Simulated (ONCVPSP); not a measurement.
## Fe (Z = 26): excitation energies, all-electron against ONCV

```
Element                 : Fe
Generator               : ONCVPSP 4.0.1
Type                    : optimised norm-conserving Vanderbilt (ONCV)
Functional              : PBE
Relativity              : scalar-relativistic
Frozen core             : [Ne]
Valence charge          : 16
Reference configuration : 3s2 3p6 3d6 4s2
Partial waves           : 3s+4s: rc 1.40 bohr, ncon 4, nbas 8, qcut 9.2 1/bohr, 2 projectors; 3p: rc 1.05 bohr, ncon 4, nbas 8, qcut 10.6 1/bohr, 1 projector; 3d: rc 1.00 bohr, ncon 4, nbas 9, qcut 16.5 1/bohr, 2 projectors, debl 1.8 Ha
Local potential         : polynomial inside 0.95 bohr (lpopt 5, dvloc0 0 Ha)
Core correction         : Teter function, fcfact 4.25, rcfact 1.15
```

Energies are relative to the spin-unpolarised reference configuration 3s2 3p6 3d6 4s2; without spin polarisation the order of configurations can differ from experiment.

```json
{"valence configuration": "3s2 3p6 3d6 4s0", "charge": "+2", "ΔE all-electron (eV)": "24.932", "error AE − PS (meV)": "-0.5"}
{"valence configuration": "3s2 3p6 3d5 4s0", "charge": "+3", "ΔE all-electron (eV)": "59.155", "error AE − PS (meV)": "-4.3"}
```

(1) What are ΔE and the potential's error for 3s2 3p6 3d6 4s1?

(2) What are ΔE and the potential's error for 3s2 3p6 3d5 4s2?

Levels in the configuration 3s2 3p6 3d5 4s2:

| level | all-electron (eV) | pseudo (eV) |
| --- | --- | --- |
| 3s | -109.088 | -109.130 |
| 3p | -74.915 | -74.922 |
| 3d | -21.531 | -21.512 |
| 4s | -14.052 | -14.054 |

Results:

(1) ΔE = 8.729 eV all-electron; the error (AE − PS) is -0.4 meV.

(2) ΔE = 14.207 eV all-electron; the error (AE − PS) is +7.1 meV.
